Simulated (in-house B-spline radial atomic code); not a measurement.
Cr⁺. Computed with a B-spline radial atomic code. Model: non-relativistic spherical atom: semilocal Troullier-Martins pseudo-atom, one channel per l, against all electrons, high spin, G0W0 and RPA with empty states to l = 8, local potential for every l without a channel, a model core (radius 0 = none) keeps its share of the functional.

What the tables leave out is listed at the end.

The pseudopotential gives back the lowest level of each angular momentum of its own functional in the configuration it was made in; a second state of the same l is only approximately right. Exact exchange, RPA and GW see the smooth pseudo-orbitals and miss the exchange with the core, for which the functional's share stands in. The column with an uncorrelated core keeps all orbitals and exact exchange, and so separates missing core correlation from pseudisation. Only the three outermost levels and the lowest empty one were computed. RPA here is direct RPA, with no exchange kernel, and its energies carry an (l + 1/2)⁻⁴ tail. A hybrid on a potential with a model core restores only its own semilocal share of the core's exchange.

Command:
```bash
python run_psgw.py task.json out
```
Settings (lengths in bohr, energies in hartree):
```
Z                      24
electrons              23
configuration          [Ar] 3d5
generated_in           [Ar] 3d5 4s1
functional             lda,vwn
core_shells            4
radius_factor          0.9
core_correction        False
```

Cost of the run: 12 s on 1 thread of AMD EPYC 9R14 (Zen 4) (shared host).

Given: made with LDA VWN5; model core radius 0 bohr; local radius 0.982 bohr; mean-field start LDA VWN5.

Valence shells of the generating configuration: 3p, 4s, 3d.

Channel: s 2.481, p 0.717, d 2.16 (radii in bohr).

Computed: largest level miss in the spin-unpolarised generating configuration 0 eV; valence RPA correlation energy all-electron orbitals -0.66498 hartree; valence RPA correlation energy pseudo -0.79175 hartree; pseudo-atom RPA polarisability 10.819 bohr³.

```csv
level,occupied,mean-field all-electron (eV),mean-field pseudo minus all (eV),G0W0 all-electron (eV),G0W0 uncorrelated core minus all (eV),G0W0 pseudo minus all (eV),exchange self-energy all-electron (eV),exchange self-energy pseudo (eV)
3d up,1,-11.19,-0.146,-16.199,0.106,0.099,-33.376,-28.798
4s up (empty),0,-10.449,0.032,-7.1235,-0.031,-0.724,-3.3289,-3.5805
```

Q: What is the all-electron RPA polarisability, core included?

A: 11.165 bohr³.

Given: mean-field start PBE0.

Computed: valence RPA correlation energy all-electron orbitals -0.6213 hartree; valence RPA correlation energy pseudo -0.75177 hartree; pseudo-atom RPA polarisability 8.2019 bohr³.

```tsv
level	occupied	mean-field all-electron (eV)	mean-field pseudo minus all (eV)	G0W0 all-electron (eV)	G0W0 uncorrelated core minus all (eV)	G0W0 pseudo minus all (eV)	exchange self-energy all-electron (eV)	exchange self-energy pseudo (eV)
3d up	1	-12.732	-0.177	-16.43	0.076	0.558	-33.717	-29.251
4s up (empty)	0	-9.0636	-0.242	-6.9021	-0.026	-0.696	-2.8539	-3.4131
```

Q: What is the all-electron RPA polarisability, core included?

A: 8.4603 bohr³.

Given: mean-field start Hartree-Fock.

Computed: valence RPA correlation energy all-electron orbitals -0.53585 hartree; valence RPA correlation energy pseudo -0.66765 hartree; pseudo-atom RPA polarisability 5.1858 bohr³.

| level | occupied | mean-field all-electron (eV) | mean-field pseudo minus all (eV) | G0W0 all-electron (eV) | G0W0 uncorrelated core minus all (eV) | G0W0 pseudo minus all (eV) | exchange self-energy all-electron (eV) | exchange self-energy pseudo (eV) |
| --- | --- | --- | --- | --- | --- | --- | --- | --- |
| 3d up | 1 | -17.666 | 0.13 | -17.102 | 0.116 | 0.014 | -34.354 | -29.522 |
| 3p down | 1 | -57.321 | 3.167 | -55.828 | -0.41 | 1.59 | -40.663 | -30.166 |
| 4s up (empty) | 0 | -5.7818 | -1.005 | -6.4288 | -0.013 | -0.89 | -1.7847 | -3.3245 |

Q: What is the all-electron RPA polarisability, core included?

A: 4.8986 bohr³.

Among the listed levels the largest G0W0 shift of the pseudo-atom is +1.59 eV, for 3p down on the Hartree-Fock start, while leaving the core uncorrelated moves that level by -0.41 eV. So pseudisation and the lost core exchange, not the missing core correlation, make the error. Not in the tables (levels of low weight, unsolved or above zero; the highest and the empty levels are kept at any weight): on LDA the G0W0 levels 3p down (pseudo minus all +1.31 eV, weights 0.67 and 0.64), 3p up (pseudo minus all +0.23 eV, weights 0.14 and 0.09); on PBE0 the G0W0 levels 3p down (pseudo minus all +2.17 eV, weights 0.62 and 0.77), 3p up (pseudo minus all +1.52 eV, weights 0.45 and 0.34); on Hartree-Fock the G0W0 levels 3p up (pseudo minus all +2.71 eV, weights 0.73 and 0.50).
